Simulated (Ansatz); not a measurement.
# Cost against result

Saddle point of SiNH₅OF₂, singlet (SiNH₃F₂ ([NH2][SiH]([F])[F]) + H₂O → SiH₂OF₂ ([OH][SiH]([F])[F]) + NH₃ (still joined by a long Si–N bond); bonds formed: Si1–O7, N2–H6; bonds broken: H6–O7; bonds weakened to dative contacts: Si1–N2), PBE0-D4/def2-TZVP structure:

```
10
angstrom
Si -0.7293 -0.2598 -0.2349
N 1.1158 -0.3065 -0.2416
F -0.9221 -1.7264 -0.9181
F -1.3670 -0.6468 1.1871
H -1.4623 0.5179 -1.2442
H 0.8896 0.7765 0.3865
O -0.1401 1.4161 0.5511
H 1.5420 -0.2293 -1.1578
H 1.5034 -1.1210 0.2198
H -0.4300 1.5792 1.4521
```

Barriers are electronic and count from the start structure reached by relaxing down the imaginary mode.

Program: Ansatz 0.2.0. Basis: as named in each row. Cores are frozen in the correlated methods. B3LYP uses VWN-RPA correlation. Extrapolation: Hartree–Fock as exp(−7.88 √X), correlation as X^−2.97.

Times are rough, for one single point on 4 threads of a shared host (Intel Xeon).

The estimate by CCSD(T) at an estimated basis limit (MP2 extrapolated from triple and quadruple zeta, plus CCSD(T) − MP2 in triple zeta) is 87.6 kJ/mol.

```tsv
method	basis	time (s)	barrier (kJ/mol)	method less estimate
HF	STO-3G	under 1	95.2	7.6
PBE-D4	STO-3G	under 1	-68.2	-155.8
SPW92	def2-SVP	1	-6.8	-94.4
B3LYP-D4	6-31G	2	16.9	-70.7
PBE-D4	def2-SVP	2	34.2	-53.4
PBE0-D4	def2-SVP	2	46.3	-41.3
SPW92	def2-TZVPP	3	23.8	-63.8
BLYP-D4	def2-TZVPP	4	81.5	-6.1
PBE-D4	def2-TZVPP	4	62.5	-25.1
BHLYP-D4	def2-TZVPP	5	98.1	10.5
wB97M-V	def2-SVP	6	49.5	-38.1
B3LYP-D4	def2-TZVPP	6	86.7	-0.9
r2SCAN-D4	def2-TZVPP	6	68.1	-19.5
PBE0-D4	def2-TZVPP	6	72.5	-15.1
CAM-B3LYP-D4	def2-TZVPP	6	82.0	-5.6
r2SCAN0-D4	def2-TZVPP	9	75.4	-12.2
CCSD(T)	def2-SVP	10	73.8	-13.8
RPA on PBE	def2-TZVPP	10	86.8	-0.8
B97M-V	def2-TZVPP	11	85.8	-1.8
wB97X-V	def2-TZVPP	12	80.2	-7.4
B2PLYP	def2-TZVPP	12	87.4	-0.2
PBE-QIDH	def2-TZVPP	12	78.6	-9.0
wB97M-V	def2-TZVPP	14	78.5	-9.1
MP2	def2-QZVPP	40	83.1	-4.5
CCSD(T)	def2-TZVPP	210	87.2	-0.4
```

All methods are single points on the PBE0-D4 structures; a negative value means that the method puts the saddle structure below the start.

The T1 diagnostic stays at or below 0.012.

The step is the kind of ligand exchange by which a precursor binds to a hydroxyl group, or is hydrolysed, in atomic layer deposition of oxides.

Labels in which every atom is bracketed show which atoms are joined, not bond orders.
